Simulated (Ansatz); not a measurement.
Level of theory: B3LYP-D3(BJ)/def2-TZVP (Ansatz, an electronic-structure program). No frequencies were computed at this level.

Ansatz 0.2 input:
```yaml
crystal:
  periodic: [false, false, false]
  atoms:
    - { symbol: N, position_ang: [-2.171025, 0.15292, -0.686081] }
    - { symbol: Si, position_ang: [-0.590789, -0.478776, -0.493068] }
    - { symbol: C, position_ang: [0.53129, 0.498759, 0.456623] }
    - { symbol: Si, position_ang: [2.186784, 0.231598, 0.980001] }
    - { symbol: H, position_ang: [-2.857296, -0.185377, -1.338315] }
    - { symbol: H, position_ang: [-2.41996, 1.043965, -0.296186] }
    - { symbol: H, position_ang: [-0.75089, -1.728775, -1.255981] }
    - { symbol: H, position_ang: [2.850323, 1.288199, 1.759224] }
    - { symbol: H, position_ang: [3.221562, -0.822514, 0.873784] }
basis:
  gaussian: { orbitals: def2-tzvp }
hamiltonian:
  xc: b3lyp
  dispersion: d3bj
relax:
  max_steps: 150
```

Output:

```
[...]
Functional definition: B3LYP
1077 factors; their error is unknown
mean field evaluation 1: about -18344.8962 eV, gradient 9.2e1 eV
mean field evaluation 2: about -18274.3434 eV, gradient 1.5e2 eV
mean field evaluation 4: about -18362.7357 eV, gradient 1.7e1 eV
mean field evaluation 8: about -18363.7095 eV, gradient 2.6e-1 eV
mean field evaluation 16: about -18363.7636 eV, gradient 2.8e-3 eV
mean field -18363.76360275 eV, -674.8558649951 hartree, gradient 5.1e-5 eV, S^2 0.000000; 0 other end points of the search recorded, 0 dependent functions left out
reference -18363.76387574 eV, -674.8558750273 hartree; 23, 23 occupied and 143, 143 virtual orbitals, 1077 factors
relax step   1: F+E_penalty+E_count = -18364.15243397 eV  Δ(F+E_penalty+E_count) = +0.000e0 eV  max|allowed force component| = 1.759e0 eV/Å  Δτ_max = 0.0000 Å  (31 SCF iters, accepted)
these checks for a lower state are left out or cut short: starts, cluster_reference, orbital_swaps, neighbouring_geometries, increment
1077 factors; their error is unknown
mean field -18363.94947147 eV, -674.8626955444 hartree, gradient 7.4e-6 eV, S^2 0.000000; 0 other end points of the search recorded, 0 dependent functions left out
reference -18363.94974511 eV, -674.8627056006 hartree; 23, 23 occupied and 143, 143 virtual orbitals, 1077 factors
relax step   2: F+E_penalty+E_count = -18364.34317782 eV  Δ(F+E_penalty+E_count) = -1.907e-1 eV  max|allowed force component| = 8.793e-1 eV/Å  Δτ_max = 0.1798 Å  (35 SCF iters, accepted)
these checks for a lower state are left out or cut short: starts, cluster_reference, orbital_swaps, neighbouring_geometries, increment
1077 factors; their error is unknown
mean field evaluation 32: about -18364.0193 eV, gradient 2.9e-3 eV
mean field -18364.01932799 eV, -674.8652627241 hartree, gradient 9.5e-6 eV, S^2 0.000000; 0 other end points of the search recorded, 0 dependent functions left out
reference -18364.01960169 eV, -674.8652727824 hartree; 23, 23 occupied and 143, 143 virtual orbitals, 1077 factors
relax step   3: F+E_penalty+E_count = -18364.41548531 eV  Δ(F+E_penalty+E_count) = -7.231e-2 eV  max|allowed force component| = 3.059e-1 eV/Å  Δτ_max = 0.1578 Å  (34 SCF iters, accepted)
these checks for a lower state are left out or cut short: starts, cluster_reference, orbital_swaps, neighbouring_geometries, increment
1077 factors; their error is unknown
mean field -18364.04561398 eV, -674.8662287166 hartree, gradient 2.1e-5 eV, S^2 0.000000; 0 other end points of the search recorded, 0 dependent functions left out
reference -18364.04589003 eV, -674.8662388613 hartree; 23, 23 occupied and 143, 143 virtual orbitals, 1077 factors
relax step   4: F+E_penalty+E_count = -18364.44194359 eV  Δ(F+E_penalty+E_count) = -2.646e-2 eV  max|allowed force component| = 1.662e-1 eV/Å  Δτ_max = 0.1593 Å  (33 SCF iters, accepted)
these checks for a lower state are left out or cut short: starts, cluster_reference, orbital_swaps, neighbouring_geometries, increment
1077 factors; their error is unknown
mean field -18364.07302074 eV, -674.8672358964 hartree, gradient 2.4e-5 eV, S^2 0.000000; 0 other end points of the search recorded, 0 dependent functions left out
reference -18364.07329705 eV, -674.8672460506 hartree; 23, 23 occupied and 143, 143 virtual orbitals, 1077 factors
relax step   5: F+E_penalty+E_count = -18364.46915759 eV  Δ(F+E_penalty+E_count) = -2.721e-2 eV  max|allowed force component| = 2.426e-1 eV/Å  Δτ_max = 0.1998 Å  (33 SCF iters, accepted)
these checks for a lower state are left out or cut short: starts, cluster_reference, orbital_swaps, neighbouring_geometries, increment
1077 factors; their error is unknown
mean field -18364.10175682 eV, -674.8682919278 hartree, gradient 1.6e-5 eV, S^2 0.000000; 0 other end points of the search recorded, 0 dependent functions left out
reference -18364.10203376 eV, -674.8683021052 hartree; 23, 23 occupied and 143, 143 virtual orbitals, 1077 factors
relax step   6: F+E_penalty+E_count = -18364.49756345 eV  Δ(F+E_penalty+E_count) = -2.841e-2 eV  max|allowed force component| = 4.687e-1 eV/Å  Δτ_max = 0.1916 Å  (32 SCF iters, accepted)
these checks for a lower state are left out or cut short: starts, cluster_reference, orbital_swaps, neighbouring_geometries, increment
1077 factors; their error is unknown
mean field -18364.15632163 eV, -674.8702971477 hartree, gradient 6.7e-6 eV, S^2 0.000000; 0 other end points of the search recorded, 0 dependent functions left out
reference -18364.15659916 eV, -674.8703073467 hartree; 23, 23 occupied and 143, 143 virtual orbitals, 1077 factors
relax step   7: F+E_penalty+E_count = -18364.55160359 eV  Δ(F+E_penalty+E_count) = -5.404e-2 eV  max|allowed force component| = 3.327e-1 eV/Å  Δτ_max = 0.1997 Å  (33 SCF iters, accepted)
these checks for a lower state are left out or cut short: starts, cluster_reference, orbital_swaps, neighbouring_geometries, increment
1077 factors; their error is unknown
mean field evaluation 64: about -18364.1613 eV, gradient 2.1e-1 eV
mean field -18364.21536645 eV, -674.8724670048 hartree, gradient 9.2e-6 eV, S^2 0.000000; 0 other end points of the search recorded, 0 dependent functions left out
reference -18364.21564598 eV, -674.8724772772 hartree; 23, 23 occupied and 143, 143 virtual orbitals, 1077 factors
relax step   8: F+E_penalty+E_count = -18364.61001019 eV  Δ(F+E_penalty+E_count) = -5.841e-2 eV  max|allowed force component| = 2.957e-1 eV/Å  Δτ_max = 0.1950 Å  (33 SCF iters, accepted)
these checks for a lower state are left out or cut short: starts, cluster_reference, orbital_swaps, neighbouring_geometries, increment
1077 factors; their error is unknown
mean field -18364.27519216 eV, -674.8746655592 hartree, gradient 9.6e-6 eV, S^2 0.000000; 0 other end points of the search recorded, 0 dependent functions left out
reference -18364.27547209 eV, -674.8746758464 hartree; 23, 23 occupied and 143, 143 virtual orbitals, 1077 factors
relax step   9: F+E_penalty+E_count = -18364.66752550 eV  Δ(F+E_penalty+E_count) = -5.752e-2 eV  max|allowed force component| = 2.348e-1 eV/Å  Δτ_max = 0.2000 Å  (32 SCF iters, accepted)
these checks for a lower state are left out or cut short: starts, cluster_reference, orbital_swaps, neighbouring_geometries, increment
1077 factors; their error is unknown
mean field -18364.32733814 eV, -674.8765818884 hartree, gradient 1.1e-5 eV, S^2 0.000000; 0 other end points of the search recorded, 0 dependent functions left out
reference -18364.32762222 eV, -674.8765923281 hartree; 23, 23 occupied and 143, 143 virtual orbitals, 1077 factors
relax step  10: F+E_penalty+E_count = -18364.71786042 eV  Δ(F+E_penalty+E_count) = -5.033e-2 eV  max|allowed force component| = 1.694e-1 eV/Å  Δτ_max = 0.2000 Å  (32 SCF iters, accepted)
these checks for a lower state are left out or cut short: starts, cluster_reference, orbital_swaps, neighbouring_geometries, increment
1077 factors; their error is unknown
mean field -18364.36328397 eV, -674.8779028734 hartree, gradient 1.1e-5 eV, S^2 0.000000; 0 other end points of the search recorded, 0 dependent functions left out
reference -18364.36356864 eV, -674.8779133347 hartree; 23, 23 occupied and 143, 143 virtual orbitals, 1077 factors
relax step  11: F+E_penalty+E_count = -18364.75067385 eV  Δ(F+E_penalty+E_count) = -3.281e-2 eV  max|allowed force component| = 1.560e-1 eV/Å  Δτ_max = 0.2000 Å  (38 SCF iters, accepted)
these checks for a lower state are left out or cut short: starts, cluster_reference, orbital_swaps, neighbouring_geometries, increment
1077 factors; their error is unknown
mean field evaluation 96: about -18364.3797 eV, gradient 2.7e-3 eV
mean field -18364.37969570 eV, -674.8785059932 hartree, gradient 9.7e-6 eV, S^2 0.000000; 0 other end points of the search recorded, 0 dependent functions left out
reference -18364.37998014 eV, -674.8785164464 hartree; 23, 23 occupied and 143, 143 virtual orbitals, 1077 factors
relax step  12: F+E_penalty+E_count = -18364.76638320 eV  Δ(F+E_penalty+E_count) = -1.571e-2 eV  max|allowed force component| = 6.293e-2 eV/Å  Δτ_max = 0.1656 Å  (32 SCF iters, accepted)
these checks for a lower state are left out or cut short: starts, cluster_reference, orbital_swaps, neighbouring_geometries, increment
1077 factors; their error is unknown
mean field -18364.36194232 eV, -674.8778535685 hartree, gradient 1.6e-5 eV, S^2 0.000000; 0 other end points of the search recorded, 0 dependent functions left out
reference -18364.36222550 eV, -674.8778639752 hartree; 23, 23 occupied and 143, 143 virtual orbitals, 1077 factors
relax step  13: F+E_penalty+E_count = -18364.75093082 eV  Δ(F+E_penalty+E_count) = +1.545e-2 eV  max|allowed force component| = 6.859e-1 eV/Å  Δτ_max = 0.0579 Å  (33 SCF iters, rejected (line search))
these checks for a lower state are left out or cut short: starts, cluster_reference, orbital_swaps, neighbouring_geometries, increment
1077 factors; their error is unknown
mean field -18364.38095467 eV, -674.8785522596 hartree, gradient 9.9e-6 eV, S^2 0.000000; 0 other end points of the search recorded, 0 dependent functions left out
reference -18364.38123842 eV, -674.8785626871 hartree; 23, 23 occupied and 143, 143 virtual orbitals, 1077 factors
relax step  14: F+E_penalty+E_count = -18364.76782497 eV  Δ(F+E_penalty+E_count) = -1.442e-3 eV  max|allowed force component| = 3.404e-2 eV/Å  Δτ_max = 0.0283 Å  (33 SCF iters, accepted)
these checks for a lower state are left out or cut short: starts, cluster_reference, orbital_swaps, neighbouring_geometries, increment
1077 factors; their error is unknown
mean field -18364.38202721 eV, -674.8785916747 hartree, gradient 7.7e-6 eV, S^2 0.000000; 0 other end points of the search recorded, 0 dependent functions left out
reference -18364.38231048 eV, -674.8786020846 hartree; 23, 23 occupied and 143, 143 virtual orbitals, 1077 factors
relax step  15: F+E_penalty+E_count = -18364.76834249 eV  Δ(F+E_penalty+E_count) = -5.175e-4 eV  max|allowed force component| = 1.755e-1 eV/Å  Δτ_max = 0.0991 Å  (32 SCF iters, accepted)
these checks for a lower state are left out or cut short: starts, cluster_reference, orbital_swaps, neighbouring_geometries, increment
1077 factors; their error is unknown
mean field -18364.38356568 eV, -674.8786482126 hartree, gradient 1.1e-5 eV, S^2 0.000000; 0 other end points of the search recorded, 0 dependent functions left out
reference -18364.38384820 eV, -674.8786585948 hartree; 23, 23 occupied and 143, 143 virtual orbitals, 1077 factors
relax step  16: F+E_penalty+E_count = -18364.77030776 eV  Δ(F+E_penalty+E_count) = -1.965e-3 eV  max|allowed force component| = 3.222e-2 eV/Å  Δτ_max = 0.0374 Å  (33 SCF iters, accepted)
these checks for a lower state are left out or cut short: starts, cluster_reference, orbital_swaps, neighbouring_geometries, increment
1077 factors; their error is unknown
mean field evaluation 128: about -18364.3286 eV, gradient 8.9e-4 eV
mean field -18364.38366247 eV, -674.8786517696 hartree, gradient 9.4e-6 eV, S^2 0.000000; 0 other end points of the search recorded, 0 dependent functions left out
reference -18364.38394479 eV, -674.8786621445 hartree; 23, 23 occupied and 143, 143 virtual orbitals, 1077 factors
relax step  17: F+E_penalty+E_count = -18364.77041802 eV  Δ(F+E_penalty+E_count) = -1.103e-4 eV  max|allowed force component| = 1.444e-2 eV/Å  Δτ_max = 0.0090 Å  (33 SCF iters, accepted)
these checks for a lower state are left out or cut short: starts, cluster_reference, orbital_swaps, neighbouring_geometries, increment
1077 factors; their error is unknown
mean field -18364.38366249 eV, -674.8786517703 hartree, gradient 9.4e-6 eV, S^2 0.000000; 0 other end points of the search recorded, 0 dependent functions left out
reference -18364.38394472 eV, -674.8786621420 hartree; 23, 23 occupied and 143, 143 virtual orbitals, 1077 factors
relax step  18: F+E_penalty+E_count = -18364.77046226 eV  Δ(F+E_penalty+E_count) = -4.423e-5 eV  max|allowed force component| = 3.373e-3 eV/Å  Δτ_max = 0.0060 Å  (34 SCF iters, accepted)
1077 factors; their error is unknown
mean field evaluation 160: about -18364.3837 eV, gradient 1.2e-5 eV
mean field -18364.38366249 eV, -674.8786517703 hartree, gradient 3.8e-5 eV, S^2 0.000000; 1 other end points of the search recorded, 0 dependent functions left out
reference -18364.38394472 eV, -674.8786621420 hartree; 23, 23 occupied and 143, 143 virtual orbitals, 1077 factors
Total energy: -18364.77074449 eV, -674.8928767711 hartree
Atom 0 at    -2.142041     0.111115    -0.566956 Å, force     0.001717     0.001091     0.003254 eV/Å
Atom 1 at    -0.531697    -0.334164    -0.834612 Å, force     0.000456    -0.001709    -0.003373 eV/Å
Atom 2 at     0.763339    -0.049571     0.179140 Å, force     0.000030    -0.000355    -0.000119 eV/Å
Atom 3 at     2.118766     0.181274     1.118553 Å, force     0.000213     0.000078     0.000188 eV/Å
Atom 4 at    -2.882219    -0.089010    -1.218577 Å, force    -0.001270    -0.000365    -0.001270 eV/Å
Atom 5 at    -2.448739     0.599812     0.257929 Å, force     0.000019    -0.000064    -0.000372 eV/Å
Atom 6 at    -0.478151    -1.023482    -2.135280 Å, force    -0.000569     0.000872     0.001109 eV/Å
Atom 7 at     3.003252     1.365761     1.045782 Å, force    -0.000289     0.000470     0.000004 eV/Å
Atom 8 at     2.597487    -0.761737     2.154021 Å, force    -0.000308    -0.000019     0.000578 eV/Å
Dipole moment:    -0.461854     0.039118    -0.091078 e Å
```

Cost: very roughly 50 core-seconds.
